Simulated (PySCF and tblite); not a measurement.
Values are calculated unless marked as measured or tabulated.
2 diastereomers of C₁₀H₁₈, numbered alike:

```
isomer                                                                        SMILES  descriptors (one enantiomer)
     A   [CH2:1]=[CH:2][C@H:3]([CH2:4][CH3:5])[C@H:6]([CH:7]=[CH2:8])[CH2:9][CH3:10]                        3S, 6S
     B  [CH2:1]=[CH:2][C@@H:3]([CH2:4][CH3:5])[C@H:6]([CH:7]=[CH2:8])[CH2:9][CH3:10]                        3R, 6S
```

Protocol: conformer search, at most 4 conformers an isomer, GFN2-xTB geometries, energies PBE0/6-31G* (D3(BJ) added where defined), weights at 298.15 K with GFN2-xTB thermal terms. Programs: PySCF with density fitting and tblite.

Equilibrium rotational constants and dipole components of each isomer's leading conformer, in random order:

| set | A (MHz) | B (MHz) | C (MHz) | abs μa | abs μb | abs μc (D) |
| --- | --- | --- | --- | --- | --- | --- |
| P | 1604 | 908 | 702 | 0.00 | 0.00 | 0.02 |
| Q | 1608 | 940 | 635 | 0.00 | 0.00 | 0.00 |

**Question.** Match sets and isomers.

**Answer.** P is A (C2), Q is B (Ci).

The whole study took 23 min on 1 thread of Intel Xeon 6975P-C, shared host (rough), peak memory 1.9 GiB, launched as `OMP_NUM_THREADS=1 python ens_run.py task.json out`.
